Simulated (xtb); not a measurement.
xtb input:

```bash
xtb mol.xyz --gfn 2 --sp --chrg -1 --uhf 0
```
mol.xyz:
```
4

Si    -1.68246775     0.24512125    -0.00670174
Br     0.78223203    -0.05282565    -0.00145197
H     -1.91941233    -0.87395396    -1.03263979
H     -1.90416020    -0.70884567     1.17728327
```

Problem. Which total energy does the run end on?

Solution. -7.03006 Eh (GFN2-xTB).

It need not be the lowest isomer of its formula. Whether it binds its extra electron was not tested at this geometry.
